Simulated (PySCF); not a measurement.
C2H6BrGaO2, singlet, at a GFN2-xTB geometry (such geometries of metal compounds can be far from the true shape); PySCF with DF-PBE/def2-TZVPD.

Input for PySCF:
```python
from pyscf import gto, scf, dft

mol = gto.M(
    atom='''
Ga    0.17270362    0.28298635   -0.13680038
Br    0.55699041   -0.90854810    1.74638089
O     1.20022684    1.61752755   -0.58828620
H     1.95834804    1.91422107   -0.08793112
O    -1.22891219   -0.33633527   -0.97022263
C    -1.89117490    0.01819444   -2.16938050
C    -1.21271519    1.16631429   -2.89835844
H    -1.91270151   -0.87513407   -2.80467521
H    -2.92043965    0.29032790   -1.90765909
H    -0.18620874    0.88733714   -3.14378903
H    -1.74870510    1.40840421   -3.81287800
H    -1.18594622    2.04486026   -2.25108309
''',
    basis='def2-tzvpd',
    verbose=4,
    max_memory=1800,
)

mf = dft.RKS(mol)
mf.xc = 'pbe'
mf = mf.density_fit(auxbasis='def2-universal-jkfit')
mf.kernel()
```

Task: Predict the main parts of the log of this PySCF run.

Result: 
```
PySCF version 2.14.0

[INPUT] verbose = 4
[INPUT] num. atoms = 12
[INPUT] num. electrons = 100
[INPUT] charge = 0
[INPUT] spin (= nelec alpha-beta = 2S) = 0
[INPUT] symmetry False subgroup None
[INPUT] Mole.unit = angstrom
[INPUT] Symbol           X                Y                Z      unit          X                Y                Z       unit  Magmom
[INPUT]  1 Ga     0.172703620000   0.282986350000  -0.136800380000 AA    0.326362542521   0.534766698490  -0.258515251936 Bohr   0.0
[INPUT]  2 Br     0.556990410000  -0.908548100000   1.746380890000 AA    1.052559328909  -1.716907079994   3.300181591274 Bohr   0.0
[INPUT]  3 O      1.200226840000   1.617527550000  -0.588286200000 AA    2.268100014952   3.056684068439  -1.111699800861 Bohr   0.0
[INPUT]  4 H      1.958348040000   1.914221070000  -0.087931120000 AA    3.700741452179   3.617353564172  -0.166165734626 Bohr   0.0
[INPUT]  5 O     -1.228912190000  -0.336335270000  -0.970222630000 AA   -2.322307470239  -0.635581546332  -1.833455050555 Bohr   0.0
[INPUT]  6 C     -1.891174900000   0.018194440000  -2.169380500000 AA   -3.573802614652   0.034382508590  -4.099535004972 Bohr   0.0
[INPUT]  7 C     -1.212715190000   1.166314290000  -2.898358440000 AA   -2.291699576200   2.204014583267  -5.477103662422 Bohr   0.0
[INPUT]  8 H     -1.912701510000  -0.875134070000  -2.804675210000 AA   -3.614482011942  -1.653763714576  -5.300068015257 Bohr   0.0
[INPUT]  9 H     -2.920439650000   0.290327900000  -1.907659090000 AA   -5.518831101821   0.548640217320  -3.604953219137 Bohr   0.0
[INPUT] 10 H     -0.186208740000   0.887337140000  -3.143789030000 AA   -0.351883520600   1.676824174755  -5.940900260112 Bohr   0.0
[INPUT] 11 H     -1.748705100000   1.408404210000  -3.812878000000 AA   -3.304573711630   2.661498229584  -7.205295166379 Bohr   0.0
[INPUT] 12 H     -1.185946220000   2.044860260000  -2.251083090000 AA   -2.241113554263   3.864225854407  -4.253930523740 Bohr   0.0

nuclear repulsion = 764.712545666656
number of shells = 121
number of NR pGTOs = 498
number of NR cGTOs = 319
basis = def2-tzvpd
ecp = {}

******** <class 'pyscf.df.df_jk.DFRKS'> ********
method = DFRKS
initial guess = minao
damping factor = 0
level_shift factor = 0
DIIS = <class 'pyscf.scf.diis.CDIIS'>
diis_start_cycle = 1
diis_space = 8
diis_damp = 0
SCF conv_tol = 1e-09
SCF conv_tol_grad = None
SCF max_cycles = 50
direct_scf = False
XC library pyscf.dft.libxc version 7.1.2
    S. Lehtola, C. Steigemann, M. J. T. Oliveira, and M. A. L. Marques,  SoftwareX 7, 1–5 (2018)
XC functionals = pbe
    J. P. Perdew, K. Burke, and M. Ernzerhof,  Phys. Rev. Lett. 77, 3865 (1996)
    J. P. Perdew, K. Burke, and M. Ernzerhof,  Phys. Rev. Lett. 78, 1396 (1997)
    J. P. Perdew, K. Burke, and M. Ernzerhof,  Phys. Rev. Lett. 77, 3865 (1996)
    J. P. Perdew, K. Burke, and M. Ernzerhof,  Phys. Rev. Lett. 78, 1396 (1997)
radial grids:
    Treutler-Ahlrichs [JCP 102, 346 (1995); DOI:10.1063/1.469408] (M4) radial grids

becke partition: Becke, JCP 88, 2547 (1988); DOI:10.1063/1.454033
pruning grids: <function nwchem_prune>
grids dens level: 3
symmetrized grids: False
atomic radii adjust function: <function treutler_atomic_radii_adjust>
small_rho_cutoff = 0
Set gradient conv threshold to 3.16228e-05
Initial guess from minao.
tot grids = 156576
init E= -4727.36313087899
  HOMO = -0.306175391329722  LUMO = -0.104628996900885  gap/eV = 5.48436
cycle= 1 E= -4728.14697223475  delta_E= -0.784  |g|= 1.67  |ddm|= 3.51
  HOMO = -0.0660312561695356  LUMO = -0.0276389687297763  gap/eV = 1.04471
cycle= 2 E= -4725.46751238004  delta_E= 2.68  |g|= 3.94  |ddm|= 5.34
  HOMO = -0.214871939441676  LUMO = -0.0808243481875625  gap/eV = 3.64762
cycle= 3 E= -4728.44156781174  delta_E= -2.97  |g|= 0.681  |ddm|= 4.52
  HOMO = -0.231813452723401  LUMO = -0.0692600647207156  gap/eV = 4.42330
cycle= 4 E= -4728.52439086979  delta_E= -0.0828  |g|= 0.306  |ddm|= 0.86
  HOMO = -0.249717425654175  LUMO = -0.0806415810209639  gap/eV = 4.60079
cycle= 5 E= -4728.53477287906  delta_E= -0.0104  |g|= 0.138  |ddm|= 0.305
  HOMO = -0.240231496517671  LUMO = -0.0774822704918754  gap/eV = 4.42863
cycle= 6 E= -4728.53747069123  delta_E= -0.0027  |g|= 0.0742  |ddm|= 0.159
  HOMO = -0.243206412597214  LUMO = -0.0760441149931867  gap/eV = 4.54872
cycle= 7 E= -4728.53839861828  delta_E= -0.000928  |g|= 0.0146  |ddm|= 0.0688
  HOMO = -0.243879462093931  LUMO = -0.0766956907876255  gap/eV = 4.54930
cycle= 8 E= -4728.53844496735  delta_E= -4.63e-05  |g|= 0.005  |ddm|= 0.0156
  HOMO = -0.244185365879009  LUMO = -0.0766722553213165  gap/eV = 4.55826
cycle= 9 E= -4728.53845092696  delta_E= -5.96e-06  |g|= 0.00094  |ddm|= 0.0053
  HOMO = -0.24413307752892  LUMO = -0.0766258920072559  gap/eV = 4.55810
cycle= 10 E= -4728.53845106155  delta_E= -1.35e-07  |g|= 0.000515  |ddm|= 0.00139
  HOMO = -0.244163373849238  LUMO = -0.0766466073757021  gap/eV = 4.55836
cycle= 11 E= -4728.53845112369  delta_E= -6.21e-08  |g|= 7.08e-05  |ddm|= 0.000528
  HOMO = -0.244166688416656  LUMO = -0.0766465361077921  gap/eV = 4.55846
cycle= 12 E= -4728.53845112474  delta_E= -1.05e-09  |g|= 2.49e-05  |ddm|= 0.000111
  HOMO = -0.244164371555733  LUMO = -0.0766449652595937  gap/eV = 4.55844
cycle= 13 E= -4728.53845112485  delta_E= -1.16e-10  |g|= 7.78e-06  |ddm|= 3.61e-05
  HOMO = -0.244164885593118  LUMO = -0.0766459589193197  gap/eV = 4.55842
Extra cycle  E= -4728.53845112483  delta_E= 2.18e-11  |g|= 1.05e-05  |ddm|= 2.2e-05
converged SCF energy = -4728.53845112483
```
